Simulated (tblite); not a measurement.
Species: C₇H₅F₃.
SMILES with atom numbers: `[F:1][C:2]([F:3])([F:4])[c:5]1[cH:6][cH:7][cH:8][cH:9][cH:10]1` (hydrogens: H11 on C6; H12 on C7; H13 on C8; H14 on C9; H15 on C10)

Computed with GFN2-xTB (tblite), gas phase: L-BFGS steps from a force-field or distance-geometry start until the largest atomic force falls under 0.01 eV/Å.

Step 5: E = -863.4600 eV
```
atom  x, y, z in Å  |  force x, y, z in eV/Å
F1      2.7009    0.3596   -1.1675   -0.092  -0.001  -0.080
C2      2.1817    0.0347    0.0344    0.092   0.024   0.004
F3      2.6931    0.9303    0.8954   -0.123   0.008   0.041
F4      2.7339   -1.1469    0.3573   -0.126  -0.015   0.007
C5      0.6760    0.0088    0.0232   -0.026  -0.026   0.025
C6      0.0032   -1.1639   -0.2961    0.027  -0.038  -0.016
C7     -1.3798   -1.1806   -0.3204    0.011  -0.051  -0.021
C8     -2.0977   -0.0348   -0.0330   -0.032   0.009   0.005
C9     -1.4279    1.1340    0.2765    0.027   0.059   0.007
C10    -0.0452    1.1619    0.3053    0.055   0.060   0.004
H11     0.5523   -2.0620   -0.5226    0.105  -0.053  -0.001
H12    -1.9006   -2.0914   -0.5670    0.012  -0.067  -0.012
H13    -3.1765   -0.0508   -0.0498   -0.014  -0.008  -0.008
H14    -1.9842    2.0305    0.4943   -0.008   0.069   0.027
H15     0.4664    2.0787    0.5481    0.090   0.028   0.019
```

Step 6: E = -863.4630 eV
```
atom  x, y, z in Å  |  force x, y, z in eV/Å
F1      2.6926    0.3603   -1.1706   -0.048  -0.017  -0.025
C2      2.1780    0.0344    0.0326    0.116   0.030   0.076
F3      2.6840    0.9329    0.8979   -0.092  -0.074  -0.042
F4      2.7254   -1.1505    0.3582   -0.091   0.080  -0.024
C5      0.6753    0.0081    0.0233   -0.037   0.009   0.016
C6      0.0052   -1.1641   -0.2964    0.010  -0.071  -0.018
C7     -1.3771   -1.1807   -0.3198   -0.037  -0.027  -0.023
C8     -2.0955   -0.0339   -0.0326    0.001  -0.021  -0.008
C9     -1.4255    1.1354    0.2763    0.009   0.024   0.001
C10    -0.0432    1.1624    0.3040    0.038   0.066   0.023
H11     0.5575   -2.0607   -0.5215    0.088  -0.058  -0.005
H12    -1.8969   -2.0915   -0.5671   -0.002  -0.070  -0.011
H13    -3.1741   -0.0513   -0.0504   -0.015  -0.003  -0.003
H14    -1.9817    2.0307    0.4952   -0.021   0.093   0.028
H15     0.4718    2.0766    0.5488    0.080   0.039   0.014
```

Step 7: E = -863.4649 eV
```
atom  x, y, z in Å  |  force x, y, z in eV/Å
F1      2.6859    0.3606   -1.1736   -0.008  -0.023   0.023
C2      2.1764    0.0347    0.0322    0.032   0.023   0.072
F3      2.6761    0.9340    0.8996   -0.031  -0.085  -0.065
F4      2.7180   -1.1522    0.3586   -0.032   0.101  -0.032
C5      0.6744    0.0080    0.0238   -0.041  -0.010  -0.009
C6      0.0070   -1.1658   -0.2970   -0.021  -0.030  -0.002
C7     -1.3760   -1.1810   -0.3198   -0.002  -0.056  -0.032
C8     -2.0934   -0.0337   -0.0324   -0.019  -0.003  -0.009
C9     -1.4239    1.1369    0.2762    0.008   0.018   0.004
C10    -0.0411    1.1637    0.3035   -0.008   0.060   0.033
H11     0.5630   -2.0610   -0.5208    0.063  -0.048  -0.005
H12    -1.8945   -2.0932   -0.5674   -0.008  -0.047  -0.004
H13    -3.1731   -0.0517   -0.0510    0.017   0.002   0.001
H14    -1.9804    2.0327    0.4963   -0.011   0.068   0.019
H15     0.4773    2.0761    0.5497    0.060   0.031   0.006
```

Step 8: E = -863.4659 eV
```
atom  x, y, z in Å  |  force x, y, z in eV/Å
F1      2.6825    0.3603   -1.1749    0.009  -0.018   0.040
C2      2.1755    0.0352    0.0328   -0.049   0.007   0.024
F3      2.6719    0.9335    0.8998    0.016  -0.047  -0.041
F4      2.7139   -1.1517    0.3584    0.014   0.065  -0.021
C5      0.6734    0.0076    0.0240   -0.041   0.015  -0.010
C6      0.0076   -1.1672   -0.2973   -0.012  -0.032  -0.002
C7     -1.3755   -1.1823   -0.3204   -0.011  -0.020  -0.019
C8     -2.0927   -0.0335   -0.0324    0.021  -0.010  -0.014
C9     -1.4232    1.1383    0.2763   -0.007   0.008   0.004
C10    -0.0401    1.1654    0.3038   -0.020   0.022   0.025
H11     0.5669   -2.0621   -0.5205    0.028  -0.012   0.003
H12    -1.8936   -2.0951   -0.5677   -0.011  -0.033  -0.002
H13    -3.1724   -0.0518   -0.0512    0.021   0.004   0.002
H14    -1.9800    2.0349    0.4972    0.000   0.036   0.010
H15     0.4813    2.0766    0.5503    0.040   0.015   0.001
```

**Question.** Estimate the geometry and energy of step 9. (The exact step hangs on the optimiser's Hessian estimate; all steps are aligned on step 8, rigid shifts and turns removed.)

**Answer.** E = -863.4664 eV, largest force 0.075 eV/Å
```
atom  x, y, z in Å  |  force x, y, z in eV/Å
F1      2.6813    0.3599   -1.1748    0.010  -0.008   0.031
C2      2.1743    0.0356    0.0333   -0.074  -0.002  -0.014
F3      2.6705    0.9324    0.8993    0.034  -0.005  -0.008
F4      2.7125   -1.1503    0.3579    0.029   0.019  -0.006
C5      0.6721    0.0078    0.0240   -0.035   0.000  -0.011
C6      0.0078   -1.1685   -0.2975   -0.009  -0.003   0.003
C7     -1.3757   -1.1833   -0.3211    0.002  -0.019  -0.014
C8     -2.0920   -0.0337   -0.0327    0.023   0.004  -0.010
C9     -1.4232    1.1391    0.2765   -0.014   0.007   0.005
C10    -0.0399    1.1665    0.3044   -0.020   0.009   0.017
H11     0.5692   -2.0629   -0.5203    0.012   0.005   0.007
H12    -1.8935   -2.0968   -0.5679   -0.010  -0.017   0.000
H13    -3.1718   -0.0518   -0.0513    0.025   0.004   0.001
H14    -1.9798    2.0366    0.4978    0.007   0.009   0.002
H15     0.4838    2.0773    0.5506    0.021  -0.003  -0.003
```

The energy changes by -0.0005 eV. The first-order estimate −F·Δx gives -0.0007 eV and the mean of the old and new forces, exact on a quadratic surface, -0.0005 eV. The step makes an angle of 44° with the force vector and moves no atom by more than 0.003 Å.

The cost below is that of the whole relaxation. The run took 0.15 s of wall time on one thread, Arm Neoverse N1 (aarch64), no GPU, shared host.
